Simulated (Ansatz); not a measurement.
Process, species as SMILES: S(F)F → F atom + F[S] (F-S)
B3LYP-D3(BJ)/def2-TZVP geometries, fixed; electronic energies without zero-point terms.

Basis-set convergence of the bond dissociation energy at PBE with Ansatz (an electronic-structure program). Cartesian d functions, on some or all atoms, in 6-31G**, 6-311G**; all else is spherical. The program fits the integrals of some runs and decomposes those of others, by size. Open shells are unrestricted. No added dispersion term, no relativity. Functions are those of the species that has most. Reference: the value in aug-cc-pV(5+d)Z, 97.63 kcal/mol, itself unsure by roughly 0.08 kcal/mol (its mean distance from pcseg-4, aug-pcseg-3, aug-cc-pV(Q+d)Z). Deviations are taken from unrounded values.

| basis | functions |
|---|---|
| STO-3G | 19 |
| 3-21G | 31 |
| 6-31G | 31 |
| def2-SVP | 46 |
| 6-31G** | 49 |
| 6-311G** | 63 |
| aug-cc-pV(D+d)Z | 78 |
| def2-TZVP | 99 |
| def2-TZVPP | 104 |
| jun-cc-pV(T+d)Z | 126 |
| aug-cc-pV(T+d)Z | 147 |
| def2-QZVPP | 184 |
| aug-cc-pV(Q+d)Z | 249 |
| aug-cc-pV(5+d)Z | 390 |

Which is the smallest set listed that can be trusted to 2 kcal/mol here, that is, within that of the reference together with its larger relatives (same family, alike in diffuse functions; a set with none to test it counts only in the reference's own line)?

The smallest set listed that lies within 2 kcal/mol of the reference with all its larger relatives (same family, alike in diffuse functions; a set with none counts only in the reference's own line) is def2-TZVP (99 functions, -0.91 kcal/mol off). Value minus reference: STO-3G -19.75, 3-21G -25.01, 6-31G -34.17, def2-SVP -5.74, 6-31G** -4.24, 6-311G** -9.80, aug-cc-pV(D+d)Z -3.83, def2-TZVP -0.91, def2-TZVPP -0.87, jun-cc-pV(T+d)Z -0.91, aug-cc-pV(T+d)Z -0.65, def2-QZVPP -0.27, aug-cc-pV(Q+d)Z -0.10, aug-cc-pV(5+d)Z 0.00 kcal/mol.
